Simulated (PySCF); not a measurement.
# Dipole response of Dy⁵⁶⁺ (dysprosium, charge +56)

[Ne], closed-shell 1S. Computed with PySCF 2.14 in an uncontracted even-tempered set (19 s from 33 bohr⁻², ratio 2.2; 13 p from 43 bohr⁻², ratio 2.2; 6 d from 170 bohr⁻², ratio 2.4; 5 f from 260 bohr⁻², ratio 2.4; 4 g from 390 bohr⁻², ratio 2.4), with the spin-free X2C one-electron Hamiltonian (Gaussian nucleus). Coupled (time-dependent) response in atomic units; α is the mean over directions.

```csv
method,mean α (bohr³),C₆ (like pair),S(−4)
UHF,5.759e-05,9.399e-07,4.270e-10
PBE0,5.775e-05,9.433e-07,4.303e-10
```

S(−4) is the Cauchy moment in α(ω) = α(0) + S(−4) ω² + …

α(iu) at PBE0:

```
u (hartree)  α(iu) (bohr³)
          0      5.775e-05
       40.0      5.707e-05
       80.0      5.513e-05
        160      4.864e-05
        240      4.080e-05
        320      3.340e-05
        400      2.715e-05
        600      1.658e-05
        800      1.081e-05
       1200      5.485e-06
       2000      2.180e-06
```

A single London oscillator, α(iu) = α/(1 + u²/ω²), gives C₆ = (3/4) ω α². Matching the computed C₆ needs ω = 4 × 9.433e-07 / (3 × 5.775e-05²) = 377 hartree.

For an ion, C₆ is the dispersion term alone; charge-induced terms of lower order in 1/R come first.

Spin-orbit coupling, which splits the p, d and f shells strongly at this Z, is absent.
